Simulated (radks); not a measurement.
Neutral hafnium, 72 electrons, occupied as [Xe] 4f14 5d2 6s2 (the NIST ground configuration).

All-electron calculation, scalar-relativistic Kohn-Sham, PBEsol, spin-unpolarised, spherical densities, finite nucleus; Fermi nuclear charge, rms radius 5.347 fm. Program: a radial shooting solver on a logarithmic mesh with Libxc functionals.

Energy parts (eV):
part                       energy
total                  -410119.36
kinetic                 449173.84
electron-nucleus      -1011752.57
Hartree                 160704.10
exchange-correlation     -8244.74

Orbitals (lengths in bohr, moments of r in powers of bohr):
orbital  occ.  eigenvalue (eV)   <1/r>
1s          2        -65240.69   83.75
2s          2        -11158.40   19.56
2p          6        -9801.335   17.85
3s          2        -2542.261   7.235
3p          6        -2136.673   6.710
3d         10        -1655.714   6.349
4s          2        -511.8321   3.067
4p          6        -378.7091   2.792
4d         10        -206.5188   2.476
4f         14         -16.8646   1.917
5s          2         -67.0146   1.173
5p          6         -35.5929  0.9752
5d          2          -2.7159  0.5393
6s          2          -5.1294  0.3664

The highest occupied level is 5d at -2.716 eV. Summed over all electrons, <r^2> = 72.60 bohr^2, which gives a Langevin (diamagnetic) susceptibility term of -57.5 x 10^-6 cm^3/mol. The density falls to 0.001 e/bohr^3 at r = 4.98 bohr. The electron density at the nucleus is 1.28e+06 e/bohr^3 (large components only). For comparison, the ionisation energy in NIST's Atomic Spectra Database is 6.825 eV (measured). In exact Kohn-Sham theory the highest level is minus the ionisation energy, but local and semilocal functionals leave it too shallow, through self-interaction and a potential that decays too fast; potentials with the right tail come closer.

Beside tabulated values, note that spin-unpolarised runs miss the spin-polarisation part of the exchange energy of open shells.
